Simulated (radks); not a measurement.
Results of a calculation; reference values are marked as such.
Question: Ionisation of neutral neodymium, [Xe] 4f4 6s2, to Nd+, [Xe] 4f4 6s1, under several functionals. Dirac Kohn-Sham, spin-unpolarised, spherical densities, finite nucleus; open shells fill j = l - 1/2 first; a radial shooting solver on a logarithmic mesh with Libxc functionals. The NIST Atomic Spectra Database gives 5.525 eV (measured). Rank these functionals by the error of their Delta-SCF ionisation energy: PBE; exchange-only PBE; exchange-only LDA; SOGGA; AM05; RPBE; LDA (Slater exchange, Perdew-Zunger correlation).

Answer: From best to worst: RPBE 5.699 eV (+0.174); SOGGA 5.708 eV (+0.183); AM05 5.748 eV (+0.223); PBE 5.793 eV (+0.268); exchange-only PBE 5.247 eV (-0.278); exchange-only LDA 5.156 eV (-0.369); LDA (Slater exchange, Perdew-Zunger correlation) 5.990 eV (+0.465). Spin polarisation and multiplet splitting are left out, so open shells lie too high by an amount that depends on their filling.

Beside tabulated values, note that spin-unpolarised runs miss the spin-polarisation part of the exchange energy of open shells.
